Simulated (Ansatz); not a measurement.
Ansatz (a program for electronic structure) input (CCSD(T)/STO-3G):

Ansatz 0.2 input:
```yaml
crystal:
  periodic: [false, false, false]
  atoms:
    - {symbol: Si, position_ang: [-2.05072867, 0.35318505, 0.04603899]}
    - {symbol: C, position_ang: [-0.22884696, 0.02048084, -0.00183358]}
    - {symbol: C, position_ang: [0.40975864, -1.10990902, -0.39190550]}
    - {symbol: O, position_ang: [1.73252088, -1.06830661, -0.32239768]}
    - {symbol: C, position_ang: [2.03237576, 0.19782605, 0.15610305]}
    - {symbol: C, position_ang: [0.88661484, 0.88397583, 0.36182003]}
    - {symbol: H, position_ang: [-2.47906752, 0.67984543, 1.42655003]}
    - {symbol: H, position_ang: [-2.38701160, 1.50727580, -0.82055217]}
    - {symbol: H, position_ang: [-2.77142120, -0.84864502, -0.42602441]}
    - {symbol: H, position_ang: [3.07769547, 0.41504941, 0.27891236]}
    - {symbol: H, position_ang: [0.81042551, 1.89409431, 0.73064573]}
basis:
  gaussian:
    orbitals: STO-3G
magnetization: {spin_polarized: true, initial_magnetization: 1}
correlation: {method: ccsd_t, electrons: outside_noble_gas}
```

End of the output:

```
integrals: 0.01 GiB planned
520 factors; integrals over basis functions are off by at most 4.1e-5 eV
0.11 GiB of device memory are held for the factors and their scratch space
mean field: 0.13 GiB planned
mean field evaluation 1: about -13926.7716 eV, gradient 1.3e1 eV
mean field evaluation 2: about -13927.0195 eV, gradient 1.3e1 eV
mean field evaluation 4: about -13928.7812 eV, gradient 2.1e0 eV
mean field evaluation 8: about -13928.9477 eV, gradient 8.8e-1 eV
mean field evaluation 16: about -13929.2069 eV, gradient 2.5e-6 eV
mean field evaluation 32: about -13928.6462 eV, gradient 1.3e0 eV
mean field evaluation 64: about -13928.4328 eV, gradient 1.3e0 eV
mean field evaluation 96: about -13926.7124 eV, gradient 4.6e0 eV
mean field evaluation 128: about -13924.1087 eV, gradient 8.2e0 eV
mean field evaluation 160: about -13928.2152 eV, gradient 3.1e0 eV
mean field evaluation 192: about -13913.7694 eV, gradient 1.5e1 eV
mean field -13929.20685600 eV, -511.8889104025 hartree, gradient 2.5e-6 eV, S^2 1.292002; 4 other end points of the search recorded, 0 dependent functions left out
determinant -13929.20685600 eV, -511.8889104025 hartree, with singles and doubles -13938.96008230 eV, -512.2473348580 hartree
determinant -13927.30512136 eV, -511.8190229436 hartree, with singles and doubles -13936.52074073 eV, -512.1576907088 hartree
10 core orbitals not correlated
reference -13929.20685600 eV, -511.8889104025 hartree; 16, 15 occupied and 13, 14 virtual orbitals, 520 factors
second order -7.21239099 eV of doubles, -0.00000000 eV of singles
coupled cluster: 0.14 GiB planned
cycle   1  -9.75529536 eV  change   -2.1e-3 eV  update   4.8e-3
cycle   2  -9.75790163 eV  change   -2.6e-3 eV  update   3.6e-3
cycle   3  -9.76025968 eV  change   -2.4e-3 eV  update   2.1e-3
cycle   4  -9.76257018 eV  change   -2.3e-3 eV  update   1.1e-3
cycle   5  -9.76556847 eV  change   -3.0e-3 eV  update   5.1e-4
cycle   6  -9.76744638 eV  change   -1.9e-3 eV  update   2.4e-4
cycle   7  -9.76772568 eV  change   -2.8e-4 eV  update   1.1e-4
cycle   8  -9.76750959 eV  change    2.2e-4 eV  update   4.9e-5
cycle   9  -9.76743525 eV  change    7.4e-5 eV  update   2.3e-5
cycle  10  -9.76739801 eV  change    3.7e-5 eV  update   1.4e-5
coupled cluster: 0.14 GiB planned
perturbative correction -0.27747383 eV, -0.0101969750 hartree
Total energy: -13939.25172784 eV, -512.2580526338 hartree
```

It need not be the lowest isomer of its formula.

The determinant is spin-contaminated: <S^2> is 1.29 against 0.75 for a pure state.
